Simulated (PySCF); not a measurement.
TDDFT excited states: C4H6O5S

Species: C4H6O5S.
Atom-mapped SMILES: `[CH2:1]=[CH:2][O:3][C:4](=[O:5])[CH2:6][S:7](=[O:8])(=[O:9])[OH:10]` (hydrogens: H11, H12 on C1; H13 on C2; H14, H15 on C6; H16 on O10)

Computed, not measured: PySCF 2.14.0, density-fitted response routines, TDDFT PBE0/def2-SVPD, vertical, gas phase, core orbitals frozen in the response. One conformer (not necessarily the lowest) at the PBE0-D3(BJ)/def2-SVP geometry, without solvent, vibrations or thermal averaging.

```tsv
state	E (eV)	λ (nm)	f	main configurations (H = HOMO, L = LUMO)
S1	5.66	218.9	0.0029	H-2→L (70%), H-1→L (10%), H-4→L (10%)
S2	5.76	215.3	0.209	H→L (95%)
S3	6.42	193.2	0.0003	H-1→L (87%), H-2→L (10%)
S4	6.72	184.5	0.019	H-3→L (94%)
S5	7.02	176.7	0.012	H-4→L (86%), H-2→L (11%)
S6	7.29	170.1	0.027	H→L+1 (72%), H→L+2 (14%), H→L+3 (12%)
```

The lowest singlet comes at 219 nm (547 kJ/mol) in the ultraviolet; it is very weak; its leading configuration is HOMO-2→LUMO (70%). The most intense listed level is S2 at 5.76 eV (215 nm, f = 0.209), 0.09 eV above S1. Löwdin shares by element: HOMO carbon 68% or more, oxygen 15% or more (atoms not listed hold the other 16%); LUMO carbon 41% or more, oxygen 34% or more (atoms not listed hold the other 25%). The listed states span 1.63 eV, and the widest gap between neighbours is 0.66 eV (S2 to S3). Weighted by f, the mean energy of these states is 6.04 eV. Of the 6 states listed, 4 reach f = 0.01 and 1 stays under 0.0005. Singlets were solved by full linear response.
